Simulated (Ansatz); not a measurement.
Species: LaF3, charge 1, multiplicity 2. The spin state was set by rule; other spins were not relaxed. 
Coordinates optimised at B3LYP-D3(BJ)/def2-TZVP (Ansatz, an electronic-structure program):
```
La
F 1 2.1299
F 1 2.1637 2 108.64
F 1 2.1637 2 108.64 3 -180.00
```
Charge +1, spin multiplicity 2.

Problem. Give the harmonic wavenumbers at B3LYP-D3(BJ)/def2-TZVP (Ansatz, finite differences of forces, unscaled).

Solution. 5, 63, 86, 351, 352, 467 cm⁻¹. Zero-point energy 1.9 kcal/mol.
